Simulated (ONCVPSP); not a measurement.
Which change was made? (Pt, ONCV)

- Element: Pt
- Generator: ONCVPSP 4.0.1
- Type: optimised norm-conserving Vanderbilt (ONCV)
- Functional: PBE
- Relativity: scalar-relativistic
- Frozen core: [Xe] 4f14
- Valence charge: 10
- Reference configuration: 5d9 6s1
- Partial waves: 6s: rc 2.50 bohr, ncon 4, nbas 8, qcut 2.1 1/bohr, 2 projectors, debl 1.9 Ha; p scattering state at 0.08 Ha: rc 2.25 bohr, ncon 4, nbas 7, qcut 3 1/bohr, 3 projectors, debl 0.4 Ha; 5d: rc 1.30 bohr, ncon 5, nbas 8, qcut 7.1 1/bohr, 2 projectors, debl 0.4 Ha; f scattering state at 0.09 Ha: rc 2.45 bohr, ncon 5, nbas 10, qcut 5.3 1/bohr, 2 projectors, debl 3.4 Ha
- Local potential: polynomial inside 1.25 bohr (lpopt 3, dvloc0 0 Ha)
- Core correction: polynomial model core, fcfact 0.15

Cutoffs, loose and tight: the cutoffs (Ha) at which the residual kinetic energy of the hardest occupied pseudo-wave falls to 1 and 0.1 mHa per electron. They do not see the model core or the augmentation charge, which bear on the density cutoff. Test errors are all-electron minus pseudo excitation energies from the reference, over the configurations 5d9 6s0; 5d8 6s0; 5d7 6s0; 5d9.5 6s0.5; variants that change the core or the reference have their own tests.

The base gives: outcome: generated; cutoff, loose: 19 Ha; cutoff, tight: 52 Ha; bound ghosts: s, p; GHOST(+) flags above zero: p, d; largest test error (meV): -226.

Q: After one change the result is: outcome: generated; cutoff, loose: 20 Ha; cutoff, tight: 37 Ha; bound ghosts: s, p; GHOST(+) flags above zero: p; largest test error (meV): -180. Which change was it?
A. s: qcut 2.9; p: qcut 4.1; d: qcut 9.8; f: qcut 7.3
B. s: qcut 1.4; p: qcut 2; d: qcut 4.7; f: qcut 3.5
C. s: qcut 1.7; p: qcut 2.4; d: qcut 5.7; f: qcut 4.3

A: A. The others give: s: qcut 1.4; p: qcut 2; d: qcut 4.7; f: qcut 3.5 → outcome: generated; cutoff, loose: 26 Ha; cutoff, tight: 44 Ha; bound ghosts: s, p; GHOST(+) flags above zero: p, d, f; largest test error (meV): -254 | s: qcut 1.7; p: qcut 2.4; d: qcut 5.7; f: qcut 4.3 → outcome: generated; cutoff, loose: 22 Ha; cutoff, tight: 34 Ha; bound ghosts: s, p; GHOST(+) flags above zero: p, f; largest test error (meV): -247.
